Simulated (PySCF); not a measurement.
**Mn: excitation energy**

Mn [Ar] 3d5 4s2 (6S) → Mn [Ar] 3d7 (4F), as a difference of total energies. Computed with PySCF 2.14 in aug-cc-pVTZ-DK (8s7p5d3f2g, 93 functions), with scalar relativity by spin-free X2C-1e. Correlated levels: valence: [Ar] frozen. The calculations carry no spin-orbit coupling.

```
           method  excitation energy (cm⁻¹)
              UHF                     72097
    MP2 (valence)                     50394
SCS-MP2 (valence)                     48680
   CCSD (valence)                     53395
CCSD(T) (valence)                     51315
```

The coupled-cluster amplitudes are large for the upper state (T1 above 0.03 or a double amplitude above 0.15), so a single reference is strained.
